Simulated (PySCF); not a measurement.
C₆H₁₈S₃Si₃.
SMILES with atom numbers: `[CH3:1][Si:2]1([CH3:3])[S:4][Si:5]([CH3:6])([CH3:7])[S:8][Si:9]([CH3:10])([CH3:11])[S:12]1`

Structure used (PBE0-D3(BJ)/def2-SVP), in Å, numbered top down from 1:
```
atom  x, y, z in Å
C1     3.6246   -0.6749    0.8736
Si2    1.9920   -0.4254    0.0022
C3     2.2223    0.0086   -1.8005
S4     0.9313   -2.2980    0.1746
Si5   -1.1371   -1.6821    0.1508
C6    -2.0873   -3.1077   -0.5918
C7    -1.6990   -1.2991    1.8910
S8    -1.4663   -0.0216   -1.1974
Si9   -0.6862    1.6828   -0.1265
C10   -0.2193    2.9346   -1.4333
C11   -1.9577    2.3947    1.0439
S12    1.0116    1.1599    1.1001
H13    4.1768   -1.5080    0.4114
H14    4.2398    0.2357    0.8068
H15    3.4632   -0.9152    1.9348
H16    2.7990   -0.7917   -2.2905
H17    2.7699    0.9582   -1.9058
H18    1.2497    0.0880   -2.3070
H19   -3.1657   -2.8867   -0.6082
H20   -1.7509   -3.3021   -1.6207
H21   -1.9239   -4.0200    0.0033
H22   -1.0796   -0.5048    2.3318
H23   -2.7560   -0.9910    1.9030
H24   -1.5842   -2.2036    2.5089
H25    0.1692    3.8459   -0.9525
H26    0.5547    2.5403   -2.1068
H27   -1.1006    3.2042   -2.0366
H28   -2.8462    2.7139    0.4771
H29   -2.2712    1.6556    1.7943
H30   -1.5436    3.2701    1.5692
```

Probes without a nucleus sit at each ring's centroid and 1 Å off its mean plane on both sides; NICS is minus the shielding there, NICSzz its component along the normal. Level: GIAO PBE0/pcSseg-1 (PySCF, non-relativistic, gas phase) on the PBE0-D3(BJ)/def2-SVP geometry, one conformer.

Ring bond lengths (Å), with Mayer bond orders in brackets: Si2–S4 2.159 (0.98), S4–Si5 2.158 (0.98), Si5–S8 2.164 (0.94), S8–Si9 2.159 (0.96), Si9–S12 2.159 (0.95), S12–Si2 2.163 (0.94).

Give the NICS values of each ring in ppm.

```csv
ring,type,NICS(0),"NICS(1), two faces","NICS(1)zz, two faces",rms pucker (Å),"centre to ring atoms, mean (Å)"
Si2–S4–Si5–S8–Si9–S12,6-membered ring with 3 S and 3 Si; formal bonds all single,-4.3,-3.1 / -3.1,0.8 / 0.8,0.52,2.02
```

What can be read from them?

- Si2–S4–Si5–S8–Si9–S12: mean NICS(1)zz 0.8 ppm, near zero. Si2, Si5, Si9 have four or more neighbours, and the NICS criterion for π rings isn't applied.

At the first NICS(1) probe listed for ring Si2–S4–Si5–S8–Si9–S12, 1 Å off the ring, how large is the induced field along the normal in 7.05 T applied along it?

NICSzz × B0 = 0.8 ppm × 7.05 T = 6 μT, along the applied field.

Give the inner angles of the rings and the Hirshfeld charges of the ring atoms.

- Si2–S4–Si5–S8–Si9–S12: Si2 111.9° (+0.344 e), S4 102.9° (-0.189 e), Si5 111.8° (+0.344 e), S8 104.0° (-0.168 e), Si9 112.0° (+0.351 e), S12 104.2° (-0.168 e); sum 646.7° against 720° for a flat convex ring.

How shielded are the nuclei of the rings and their hydrogens (means over atoms taken as equivalent)?

| atoms | environment | σ isotropic (ppm) |
| --- | --- | --- |
| Si2 (×3) | four-coordinate silicon | 317.6 |
| S4 (×3) | sulfur bonded to 2 Si | 675.4 |

How do the values depend on the level or the medium?

```json
{"level": "PBE0/pcSseg-1, gas", "NICS(0), Si2–S4–Si5–S8–Si9–S12": "-4.3", "mean NICS(1)zz, Si2–S4–Si5–S8–Si9–S12": "0.8"}
{"level": "mPW1PW91/pcSseg-1, gas", "NICS(0), Si2–S4–Si5–S8–Si9–S12": "-4.3", "mean NICS(1)zz, Si2–S4–Si5–S8–Si9–S12": "0.8"}
```

The geometry is the same throughout.

The run took 84 s wall, 3.1 min CPU on 2 threads, INTEL XEON PLATINUM 8581C at 2.30 GHz (x86_64), shared host with 32 logical CPUs at a one-minute load of 22, and the process peaked at 2.6 GiB of memory. This is the whole shielding run at PBE0/pcSseg-1, SCF included.
